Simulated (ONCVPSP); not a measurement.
# Potentials for Cl (Z = 17) compared

Generated with ld1.x 7.5 (TM, RRKJ, ultrasoft, PAW), atompaw 4.2 or ONCVPSP 4.0.1. The cutoff is in Ry: for ld1.x and atompaw files where the sum of valence levels is converged to 10 mRy in a Bessel basis, for ONCV files where the hardest occupied wave has 1 mHa per electron of residual kinetic energy. The error is the largest all-electron minus pseudo excitation energy over each file’s own four to seven test configurations (ionisations up to +4, promotions, holes and added fractions of an electron), all of which were solved. The labels leave out finer settings (local radius, basis sizes, second energies), which also bear on the numbers. Spin-polarised tests are not counted. The rows are a selection from randomly drawn settings: files with unsolved tests, undetermined cutoffs or missed reference levels are left out.

A true bound ghost makes a file unfit for plane-wave use even where its test errors are small: the radial tests pick states by their node count and pass the ghost by.

```csv
potential,cutoff (Ry),largest error (meV),bound ghosts
"ONCV, PBEsol, scalar-relativistic, rc 0.75/0.65 (sp), local smoothed, core correction no, reference 2s2 2p6 3s2 3p5, qcut 14/18, projectors 2/2",322,-582,none
"ONCV, PBE, fully relativistic, rc 1.40/1.40 (sp), local p, core correction yes, reference 3s2 3p4.5, qcut 5.2/5.7, projectors 2/0",28,+155,none
"ONCV, LDA (Perdew-Zunger), scalar-relativistic, rc 1.20/1.55/1.55 (spd), local smoothed, core correction yes, reference 3s2 3p5, qcut 6.8/6/7.2, projectors 3/2/3",34,+41,s
"ONCV, PBE, scalar-relativistic, rc 0.85/0.55 (sp), local smoothed, core correction yes, reference 2s2 2p6 3s2 3p5, qcut 18.6/26.9, projectors 2/3",543,+155,none
```

Fill in the row for Cl: ONCV, PBE, scalar-relativistic, rc 1.15/1.50/1.35 (spd), local smoothed, core correction yes, reference 3s2 3p5, qcut 5.3/5.9/8.4, projectors 2/2/3.

cutoff 32 Ry, largest error +38 meV, bound ghosts: none.

Fill in the row for Cl: ONCV, PBE, non-relativistic, rc 1.40/1.15/1.40 (spd), local smoothed, core correction no, reference 3s2 3p4, qcut 3.7/6.5/7.7, projectors 2/3/2.

cutoff 187 Ry, largest error +39 meV, bound ghosts: p.

Fill in the row for Cl: ONCV, PBE, scalar-relativistic, rc 1.15/1.55 (sp), local smoothed, core correction yes, reference 3s1.75 3p5.25, qcut 6.2/5, projectors 2/2.

cutoff 159 Ry, largest error +112 meV, bound ghosts: s.
